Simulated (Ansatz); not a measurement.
Abridged output of a molecular run in Ansatz:

```
Functional definition: HF
784 factors; integrals over basis functions are off by at most 1.3e-3 eV
mean field evaluation 1: about -11186.0889 eV, gradient 3.5e1 eV
mean field evaluation 2: about -11186.0945 eV, gradient 3.5e1 eV
mean field evaluation 4: about -11188.9794 eV, gradient 3.5e0 eV
mean field evaluation 8: about -11189.0331 eV, gradient 4.2e-1 eV
mean field evaluation 16: about -11188.9716 eV, gradient 3.5e0 eV
mean field -11189.03498154 eV, -411.1894513714 hartree, gradient 2.5e-6 eV, S^2 0.000000; 0 other end points of the search recorded, 0 dependent functions left out
8 core orbitals not correlated: weight in the atoms' cores, before any rotation towards them, 1.000 or more for the frozen orbitals, at most 0.000 for the correlated occupied ones
reference -11189.03498154 eV, -411.1894513714 hartree; 11, 11 occupied and 61, 61 virtual orbitals, 784 factors
second order -14.75278998 eV of doubles, -0.00000000 eV of singles
cycle   1  -15.05593663 eV  change   -3.0e-1 eV  update   1.0e-1
cycle   2  -15.50556506 eV  change   -4.5e-1 eV  update   3.2e-2
cycle   3  -15.62899448 eV  change   -1.2e-1 eV  update   1.7e-2
cycle   4  -15.62242300 eV  change    6.6e-3 eV  update   4.4e-3
cycle   5  -15.62132801 eV  change    1.1e-3 eV  update   2.0e-3
cycle   6  -15.62185008 eV  change   -5.2e-4 eV  update   6.1e-4
cycle   7  -15.62149632 eV  change    3.5e-4 eV  update   2.9e-4
cycle   8  -15.62141057 eV  change    8.6e-5 eV  update   1.1e-4
cycle   9  -15.62144131 eV  change   -3.1e-5 eV  update   4.7e-5
cycle  10  -15.62144279 eV  change   -1.5e-6 eV  update   1.8e-5
perturbative correction -0.49104697 eV, -0.0180456431 hartree
Total energy: -11205.14747130 eV, -411.7815744486 hartree
```

Its atoms:

Z-matrix (Å, degrees):
```
C
O 1 1.350
Al 1 1.987 2 117.1
N 1 1.271 2 118.4 3 180.0
H 2 0.972 1 106.8 3 -180.0
H 3 1.581 1 123.4 2 -0.1
H 3 1.585 1 113.2 2 179.9
H 4 1.016 1 111.6 2 180.0
```

(1) Which basis set was used?
A. def2-TZVPPD
B. cc-pV(T+d)Z
C. def2-QZVPP
D. def2-SVP

(2) Write the keys of the input that set method, charge and spin (a neutral closed shell needs none for the last two).

Results:

(1) D. It gives 80 functions.

(2) 
```yaml
correlation: {method: ccsd_t}
```
